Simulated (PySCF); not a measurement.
Input for PySCF:
```python
from pyscf import gto, scf, dft

mol = gto.M(
    atom='''
As    0.00000000    0.00000000    0.00000000
''',
    basis='6-311g**',
    spin=3,
    verbose=4,
)

mf = dft.UKS(mol)
mf.xc = 'wb97x_v'
mf.grids.atom_grid = (99, 590)
mf.grids.prune = None
mf.kernel()
```

Task: What is the computed <S^2> (PySCF with WB97X-V/6-311G**)?

Result: 3.750

Task: Give the HOMO energy at the level WB97X-V/6-311G**.

Result: -9.22 eV

Task: What is the computed number of basis functions (WB97X-V/6-311G**)?

Result: 44

Task: What total energy does WB97X-V/6-311G** give?

Result: -2235.5579 Eh

Task: What dipole moment does WB97X-V/6-311G** give?

Result: 0.00 D

These values belong to the state on which the SCF converged, which isn't shown to be the lowest.
